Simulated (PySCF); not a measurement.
A GIAO shielding run with PySCF 2.14.0 with density-fitted response routines (density fitting, non-relativistic, gas phase) on SMILES C(C(F)(F)F)S[SiH2][SiH3], C$_{2}$H$_{7}$F$_{3}$SSi$_{2}$:

```
$ OMP_NUM_THREADS=1 python probes_run.py task.json out

{"job": {"kind": "nmr", "xc": "PBE0", "basis": "pcSseg-1"}, "charge": 0, "multiplicity": 1}
F      3.780025    -0.386569    -0.206769
C      2.552796     0.163518    -0.134744
F      2.066323     0.137739    -1.386604
F      2.729534     1.446955     0.182217
C      1.683268    -0.592372     0.845485
S      0.135349     0.273175     1.229694
Si    -1.037580     0.015761    -0.589737
Si    -3.242358     0.350327     0.017498
H      2.229575    -0.684129     1.784203
H      1.474914    -1.580005     0.433805
H     -0.467139     0.940395    -1.566069
H     -0.651336    -1.335199    -1.008465
H     -4.060468     0.208434    -1.188846
H     -3.480638     1.682811     0.572802
H     -3.716677    -0.632853     0.993617
```

Hardware: 1 thread of an Arm Neoverse N1, shared host. The job also computes population analyses, field gradients.

(1) How large is the calculation?

(2) How long does it take, and how much memory does it need?

## Answers

(1) 90 electrons, 192 basis functions and 1070 auxiliary functions.

(2) 51 s of wall time, with 12 SCF cycles and 5 response iterations; peak memory 0.84 GiB. Times on a shared host scatter by some tens of per cent.
